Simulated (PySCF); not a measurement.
**[Dy(OH)3]− at several levels of theory**

Computed with PySCF 2.14.0 (density fitting, no spin-orbit coupling) at the geometry relaxed with PBE0:

```xyz
7
[Dy(OH)3]− (singlet in the valence; each metal's 4f electrons, 10 of them, lie in its core potential, out of spins and levels)
Dy    0.0000    0.0000    0.1430
O     2.2316    0.0000    0.1442
H     3.1897    0.0000    0.1467
O    -1.1158    1.9326    0.1442
H    -1.5948    2.7624    0.1467
O    -1.1158   -1.9326    0.1442
H    -1.5949   -2.7624    0.1467
```

```
level                                                 basis    state  HOMO (eV)  gap (eV)  charge on Dy1 (e)  population of f-type functions on Dy1 (polarisation alone where 4f lies in the core)  dipole about the centre of mass (D)  largest force component (eV/Å)
 PBE0     Dy lcecp-0-SVP with ECP56, O def2-SVP, H def2-SVP  singlet          –         –               0.54                                                                                  0.04                                 0.00                            0.01
 BP86                                              the same  singlet          –         –               0.32                                                                                  0.04                                 0.00                            0.66
 PBE0  Dy lcecp-0-TZVP with ECP56, O def2-TZVP, H def2-TZVP  singlet          –         –               1.12                                                                                  0.04                                 0.00                            0.43
```

In the lcecp rows the 4f levels are missing from HOMO and gap, and the state counts the valence alone.

Charges are Mulliken's, which hang on the basis. The relaxation used the grid (50, 194), these runs (75, 302) or, all-electron (x2c bases, spin-free X2C Hamiltonian), (99, 590).

Problem. What does revPBE with Dy lcecp-0-SVP with ECP56, O def2-SVP, H def2-SVP give here?

Solution. state singlet, charge on Dy1 (e) 0.34, population of f-type functions on Dy1 (polarisation alone where 4f lies in the core) 0.03, dipole about the centre of mass (D) 0.00, largest force component (eV/Å) 0.64. Time: 4.1 s on 2 threads of Arm Neoverse V1 (shared host), from an already converged density.

An lcecp potential fixes the number of 4f electrons, so in runs with it no electron can move into or out of that shell; real Dy(II) is rare or takes another configuration.
